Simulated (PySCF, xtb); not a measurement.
CH4ClNOSi2, SMILES Cl[Si@H]1N=CO[SiH2]1.

xtb 6.7.1 with GFN2-xTB at its own geometry gives an orbital gap of 3.28 eV and a dipole moment of 2.51 D.

The structure is a stationary point at PBE-D3(BJ)/def2-SVP. The structure was generated by enumeration; whether it is a known compound was not checked.

Problem. What does PBE/def2-TZVP (PySCF) give? (An estimate is asked for; the answer gives what the named calculation found.)

Solution. gap 4.21 eV (levels -6.34 and -2.13 eV), dipole 1.91 D.
